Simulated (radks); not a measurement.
Charge is removed step by step from the 5p level of Pm+, starting from [Xe] 4f5 6s1. Method: scalar-relativistic Kohn-Sham, BLYP, spin-unpolarised, spherical densities, finite nucleus; Fermi nuclear charge, rms radius 4.962 fm; computed with a radial shooting solver on a logarithmic mesh with Libxc functionals.

removed (e),E - E(0) (eV),eigenvalue (eV),E minus straight line (eV)
0,0.000,-28.505,0.000
0.25,7.456,-31.205,-1.046
0.5,15.596,-33.984,-1.406
0.75,24.441,-36.833,-1.063
1,34.005,-39.742,0.000

Removing the whole electron costs 34.005 eV by Delta-SCF, against 28.505 eV from minus the eigenvalue at the starting occupation. Slater's transition state (half an electron removed) gives 33.984 eV. Integrating minus the eigenvalue over the occupation (Janak's theorem) gives 34.031 eV. In this scalar-relativistic scheme the density is built from large components alone, so the theorem holds only approximately. The mean slope of the eigenvalue, de/dn, is 11.2 eV per electron.
